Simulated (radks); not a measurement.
Values are calculated unless marked as measured or tabulated.
All-electron atom: Tb59+ in [He] 2s2 2p2 (the NIST ground configuration). Code: a radial shooting solver on a logarithmic mesh with Libxc functionals. Model: scalar-relativistic Kohn-Sham, PBE, spin-polarised, spherical densities, finite nucleus; open shells are filled with parallel spins first (spin-orbit coupling, left out, can overturn this in heavy ions); Fermi nuclear charge, rms radius 5.06 fm. Some entries of the table are withheld. Estimate them.

| orbital | occ. | eigenvalue (eV) | <1/r> (bohr^-1) | <r^2> (bohr^2) |
|---|---|---|---|---|
| 1s up | 1 | -57875.52 | (1) | 0.0006278 |
| 1s down | 1 | -57841.99 | (2) | 0.0006270 |
| 2s up | 1 | -13826.52 | 17.73 | 0.009110 |
| 2s down | 1 | -13766.82 | 17.68 | 0.009146 |
| 2p up | 2 | -13004.11 | 16.47 | 0.007177 |
| 2p down | 0 | -12934.17 | 16.44 | 0.007214 |

Answer. 
(1) 1s up <1/r> (bohr^-1): 73.22
(2) 1s down <1/r> (bohr^-1): 73.26
